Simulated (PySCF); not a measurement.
C8H14OSi.
Numbering: `[CH2:1]=[C:2]([CH3:3])[C@@H:4]1[CH:5]=[C:6]([O:7][CH3:8])[CH2:9][SiH2:10]1`

Structure used (GFN2-xTB), in Å, numbered top down from 1:
```xyz
24
C8H14OSi angstrom
C     -2.5954   -0.8284    1.7237
C     -1.6997   -0.2388    0.9460
C     -1.7405    1.2309    0.6610
C     -0.5973   -1.0053    0.2757
C      0.7342   -0.3135    0.4043
C      1.3692    0.0686   -0.6978
O      2.5708    0.7143   -0.7914
C      3.2223    1.0501    0.4059
C      0.7499   -0.2178   -2.0374
Si    -0.8326   -1.1901   -1.6222
H     -3.3993   -0.2805    2.1863
H     -2.5656   -1.8862    1.9249
H     -2.5559    1.7098    1.1972
H     -0.8024    1.7000    0.9548
H     -1.8710    1.4012   -0.4074
H     -0.5366   -1.9889    0.7530
H      1.1100   -0.1462    1.4022
H      4.1432    1.5543    0.1179
H      3.4634    0.1584    0.9938
H      2.6130    1.7255    1.0163
H      1.4591   -0.7714   -2.6522
H      0.5654    0.7223   -2.5581
H     -0.7665   -2.5895   -2.0522
H     -2.0496   -0.5590   -2.1366
```

Probes without a nucleus sit at each ring's centroid and 1 Å off its mean plane on both sides; NICS is minus the shielding there, NICSzz its component along the normal. Level: GIAO PBE0/pcSseg-1 (PySCF, non-relativistic, gas phase) on the GFN2-xTB geometry, one conformer.

Ring bond lengths (Å), with Mayer bond orders in brackets: C4–C5 1.506 (1.02), C5–C6 1.328 (1.74), C6–C9 1.503 (1.05), C9–Si10 1.903 (0.89), Si10–C4 1.921 (0.85).

Give the NICS values of each ring in ppm.

```
            ring                                                      type  NICS(0)  NICS(1), two faces  NICS(1)zz, two faces  rms pucker (Å)  centre to ring atoms, mean (Å)
C4–C5–C6–C9–Si10  5-membered ring with Si; formal bonds 1 double, 4 single     -3.7         -3.2 / -2.7           -1.7 / -1.3            0.03                            1.38
```

What can be read from them?

- C4–C5–C6–C9–Si10: mean NICS(1)zz -1.5 ppm, near zero. C4, C9, Si10 have four or more neighbours, and the NICS criterion for π rings isn't applied.

List the ring angles and the Hirshfeld charges of the ring atoms.

- C4–C5–C6–C9–Si10: C4 103.7° (-0.110 e), C5 119.0° (-0.094 e), C6 119.2° (+0.072 e), C9 104.2° (-0.170 e), Si10 93.7° (+0.352 e); sum 539.7° against 540° for a flat convex ring.

What are the shieldings of the ring atoms and their hydrogens in the same run (means over atoms taken as equivalent)?

```
atoms                    environment  σ isotropic (ppm)
   C4    sp3 carbon bound to silicon              146.1
   C5               alkene CH carbon               82.0
   C6  vinylic carbon bearing oxygen               17.5
   C9    sp3 carbon bound to silicon              168.3
 Si10                   SiH2 silicon              379.1
  H16               methine hydrogen              28.36
  H17               vinylic hydrogen              27.36
  H21             methylene hydrogen              29.91
  H22             methylene hydrogen              29.77
  H23                  Si–H hydrogen              27.37
  H24                  Si–H hydrogen              27.53
```
